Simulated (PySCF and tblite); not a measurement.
Values are calculated unless marked as measured or tabulated.
C5H7NSi, numbered as in [N:1]#[C:2]/[CH:3]=[CH:4]/[CH:5]=[CH:6]/[SiH3:7].

Geometries GFN2-xTB; weights from PBE0-D3(BJ)/pcSseg-1 energies and GFN2-xTB thermal corrections, with symmetry numbers and mirror pairs. Conformers within 2.5 kcal/mol (GFN2-xTB free energy) were kept, 6 at most. Programs: PySCF with density fitting and tblite.

Torsions listed: C3–C4–C5–C6.

| conformer | shape | symmetry | dipole D |
| --- | --- | --- | --- |
| 1 | 180° | Cs | 4.34 |
| 2 | 0° | Cs | 4.34 |

Task: Which of these conformers is the most populated at 298.15 K, and with what share?

Result: Conformer 1, about 99 %.

Task: Give the DFT energies and free energies relative to the lowest, and all weights.

Result: 
```csv
conformer,shape,E(DFT) kcal/mol,G(298.15 K) kcal/mol,weight %
1,180°,0.00,0.00,99.3
2,0°,3.53,2.93,0.7
```

Task: How does its share change from 250 K to 350 K?

Result: From 100 % to 98 %; the mixing entropy goes from 0.03 to 0.17 cal/(mol K).
